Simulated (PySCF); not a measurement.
C₃H₃Cl₂F, SMILES [C@H]1(F)C(C1)(Cl)Cl.

Geometry: B3LYP-D3(BJ)/def2-SVP. The structure was generated by enumeration; whether it is a known compound was not checked.

Two levels are set side by side: TDDFT-PBE/def2-SVPD (PySCF) and TDDFT-B3LYP/def2-SVPD (PySCF). Vertical, same geometry. The lowest singlet is HOMO→LUMO+1 95 % with PBE and HOMO→LUMO 98 % with the other functional; states are paired by order. Differences are taken from unrounded values.

```tsv
quantity	TDDFT-PBE
lowest singlet excitation (eV)	5.68
lowest triplet excitation (TDA) (eV)	5.22
first bright state (f over 0.05) (eV)	6.65
its oscillator strength	0.06
```

### Question
These are the TDDFT-PBE values. What does TDDFT-B3LYP give? (An estimate is asked for; the answer gives what the named calculation found.)

### Answer

```tsv
quantity	TDDFT-B3LYP	TDDFT-PBE minus TDDFT-B3LYP
lowest singlet excitation (eV)	6.18	-0.50
lowest triplet excitation (TDA) (eV)	5.63	-0.40
first bright state (f over 0.05) (eV)	7.26	-0.61
its oscillator strength	0.06	0.01
```

A lower first singlet is the usual sign of a functional without exact exchange. Differences between two approximate levels are no errors against the true value.

Rough cost on one machine, each run with all the roots and properties that it gave: TDDFT-B3LYP against TDDFT-PBE about 3 times.
